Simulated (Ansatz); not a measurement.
C₂H₉AsO₂Si (`CO[As]([SiH3])OC`), relaxed with RKS PBE-D4/def2-SVP in Ansatz 0.2.0 from a rough embedded geometry. The force threshold is 0.03 eV/Å; the program also tests the step.

Total charge 0; spin multiplicity 1.

Start:

```xyz
15

C     1.593    1.647    0.562
O     0.606    0.696    0.856
As    0.037   -0.039   -0.753
Si   -2.125    1.034   -0.543
O    -0.621   -1.540    0.091
C     0.367   -2.546   -0.033
H     1.217    2.419   -0.105
H     1.964    2.046    1.467
H     2.465    1.045    0.079
H    -2.569    0.835    0.843
H    -1.879    2.450   -0.801
H    -3.013    0.431   -1.492
H     0.592   -2.799   -1.126
H     1.336   -2.232    0.478
H     0.031   -3.447    0.476
```

```json
{"step": "1", "energy (eV)": "-74997.8092", "largest force (eV/Å)": "2.274", "largest move (Å)": "0.000"}
{"step": "2", "energy (eV)": "-74998.2124", "largest force (eV/Å)": "0.758", "largest move (Å)": "0.192"}
{"step": "3", "energy (eV)": "-74998.2686", "largest force (eV/Å)": "0.463", "largest move (Å)": "0.141"}
{"step": "4 (rejected)", "energy (eV)": "-74998.2467", "largest force (eV/Å)": "1.258", "largest move (Å)": "0.200"}
{"step": "5", "energy (eV)": "-74998.3052", "largest force (eV/Å)": "0.128", "largest move (Å)": "0.097"}
{"step": "6", "energy (eV)": "-74998.3166", "largest force (eV/Å)": "0.088", "largest move (Å)": "0.100"}
{"step": "7", "energy (eV)": "-74998.3272", "largest force (eV/Å)": "0.217", "largest move (Å)": "0.144"}
{"step": "8", "energy (eV)": "-74998.3342", "largest force (eV/Å)": "0.227", "largest move (Å)": "0.127"}
{"step": "9", "energy (eV)": "-74998.3417", "largest force (eV/Å)": "0.099", "largest move (Å)": "0.091"}
{"step": "10", "energy (eV)": "-74998.3428", "largest force (eV/Å)": "0.162", "largest move (Å)": "0.128"}
{"step": "11", "energy (eV)": "-74998.3484", "largest force (eV/Å)": "0.088", "largest move (Å)": "0.088"}
{"step": "12", "energy (eV)": "-74998.3534", "largest force (eV/Å)": "0.067", "largest move (Å)": "0.109"}
{"step": "13 (rejected)", "energy (eV)": "-74998.3506", "largest force (eV/Å)": "0.417", "largest move (Å)": "0.140"}
{"step": "14", "energy (eV)": "-74998.3566", "largest force (eV/Å)": "0.060", "largest move (Å)": "0.070"}
{"step": "15", "energy (eV)": "-74998.3576", "largest force (eV/Å)": "0.248", "largest move (Å)": "0.098"}
{"step": "16", "energy (eV)": "-74998.3610", "largest force (eV/Å)": "0.135", "largest move (Å)": "0.034"}
{"step": "17", "energy (eV)": "-74998.3677", "largest force (eV/Å)": "0.062", "largest move (Å)": "0.200"}
{"step": "18", "energy (eV)": "-74998.3718", "largest force (eV/Å)": "0.093", "largest move (Å)": "0.141"}
{"step": "19 (rejected)", "energy (eV)": "-74998.3523", "largest force (eV/Å)": "0.680", "largest move (Å)": "0.196"}
{"step": "20 (rejected)", "energy (eV)": "-74998.3697", "largest force (eV/Å)": "0.260", "largest move (Å)": "0.072"}
{"step": "21", "energy (eV)": "-74998.3733", "largest force (eV/Å)": "0.010", "largest move (Å)": "0.035"}
{"step": "22", "energy (eV)": "-74998.3742", "largest force (eV/Å)": "0.060", "largest move (Å)": "0.058"}
{"step": "23", "energy (eV)": "-74998.3745", "largest force (eV/Å)": "0.081", "largest move (Å)": "0.051"}
{"step": "24", "energy (eV)": "-74998.3749", "largest force (eV/Å)": "0.052", "largest move (Å)": "0.012"}
{"step": "25", "energy (eV)": "-74998.3750", "largest force (eV/Å)": "0.013", "largest move (Å)": "0.026"}
```

End:

```xyz
15

C     1.841    1.405    0.476
O     0.441    1.352    0.259
As   -0.173    0.151   -0.986
Si   -2.410    0.935   -0.584
O    -0.548   -1.341    0.017
C     0.479   -2.310    0.146
H     2.112    2.442    0.770
H     2.156    0.722    1.298
H     2.433    1.141   -0.434
H    -2.679    0.887    0.891
H    -2.540    2.344   -1.096
H    -3.383    0.056   -1.323
H     1.139   -2.368   -0.753
H     1.126   -2.109    1.032
H     0.006   -3.305    0.288
```

Run time 77 s (2 threads of an AMD EPYC 7R13 on a shared host); peak host memory 0.24 GiB.
